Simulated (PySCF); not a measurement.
```xyz
3
charge 0 multiplicity 1, angstrom
Ge    0.0000    0.0000    0.0000
O     0.0000    0.0000    1.6241
O     0.0000    0.0000   -1.6241
```

Level of theory: PySCF, B3LYP, basis Ge def2-TZVP, O def2-TZVP (no relativity, density fitting).

This geometry of GeO2 is a stationary point at this level.

(1) What is the point group?

(2) Is it a minimum?

(3) Give the atomic charges and bond orders.

(4) Give the ideal-gas entropy at 298.15 K and 1 bar by parts.

(5) What is the atomisation energy, with and without zero-point energy?

## Answers

(1) D∞h.

(2) Yes: all harmonic wavenumbers are real.

(3) 
| atom | Mulliken | Löwdin | polar tensor | Mayer order to Ge1 |
| --- | --- | --- | --- | --- |
| Ge1 | 0.86 | 0.57 | 1.06 | – |
| O2,3 | -0.43 | -0.28 | -0.53 | 2.05 |

(4) translation 167.0, rotation 60.3, vibration 18.4, spin 0.0; total 245.6 J/(mol K).

(5) 945 kJ/mol without, 931 kJ/mol with.
